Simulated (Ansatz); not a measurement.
A nudged elastic band was laid between two geometries of BFH3N + ClH (8 atoms, charge 0, multiplicity 1).

Computed with Ansatz, RKS PBE0/6-31G*.

```
movable images  : 5
climbing image  : yes
spring          : 5.0 eV/Å²
optimiser       : lbfgs
start path      : through a guess of the saddle point
force threshold : 0.05 eV/Å
iteration limit : 60
end points      : relaxed
largest step    : 0.5 Å
```

First end point:

```xyz
8
Properties=species:S:1:pos:R:3
B 0.055 -0.199 -0.365
F -0.011 0.034 0.968
N 1.302 -0.321 -0.963
H 2.170 -0.241 -0.453
H 1.412 -0.492 -1.950
H -0.966 -0.289 -0.979
Cl 0.104 2.897 2.412
H -0.005 1.725 1.882
```

Last end point:

```xyz
8
Properties=species:S:1:pos:R:3
B 0.128 0.590 -0.462
F -0.051 -0.138 2.319
N 1.289 0.025 -0.951
H 1.298 -0.898 -1.359
H 2.198 0.458 -0.873
H -0.938 0.070 -0.552
Cl 0.213 2.225 0.278
H -0.076 0.782 2.151
```

Which bonds break or form, and what moves?

Bonds broken: B1–F2, Cl7–H8. Bonds formed: B1–Cl7, F2–H8. BFH3N + ClH becomes BClH3N + FH.

What energy profile does the band end with?

The run converged. The highest image is number 4 of 0 to 6, 44.3 kcal/mol above the first end and 28.9 kcal/mol above the last; the last end lies 15.3 kcal/mol above the first. The order of the point at the top wasn't checked. The orbitals stay closed-shell, which can raise the energy where a bond breaks towards radicals; this wasn't checked here.

| image | path coordinate (Å) | energy (kcal/mol) | B1–F2 (Å) | Cl7–H8 (Å) | B1–Cl7 (Å) |
| --- | --- | --- | --- | --- | --- |
| 0 | 0.00 | 0.0 | 1.35 | 1.29 | 4.16 |
| 1 | 0.87 | 0.6 | 1.36 | 1.29 | 3.67 |
| 2 | 1.74 | 2.8 | 1.35 | 1.29 | 3.24 |
| 3 | 2.60 | 17.5 | 1.37 | 1.30 | 2.69 |
| 4 | 3.46 | 44.3 | 1.55 | 1.53 | 2.10 |
| 5 | 4.29 | 23.0 | 2.16 | 2.06 | 1.85 |
| 6 | 5.12 | 15.3 | 2.88 | 2.38 | 1.80 |

What is the geometry of the highest image?


```xyz
8
Properties=species:S:1:pos:R:3:forces:R:3
B 0.108 0.254 -0.022 0.02 0.02 0.00
F 0.002 -0.171 1.462 0.01 0.01 0.01
N 1.427 -0.011 -0.536 0.01 0.01 0.00
H 1.554 -0.957 -0.882 -0.02 0.00 0.01
H 1.738 0.639 -1.247 -0.01 -0.02 -0.03
H -0.970 0.116 -0.520 0.02 0.00 -0.01
Cl 0.120 2.232 0.687 -0.01 0.00 0.00
H 0.083 1.012 1.610 -0.02 -0.02 0.02
```

The run took 6.6 min on 1 thread of Intel(R) Xeon(R) 6975P-C (Granite Rapids) (shared host), peak memory 0.15 GiB.
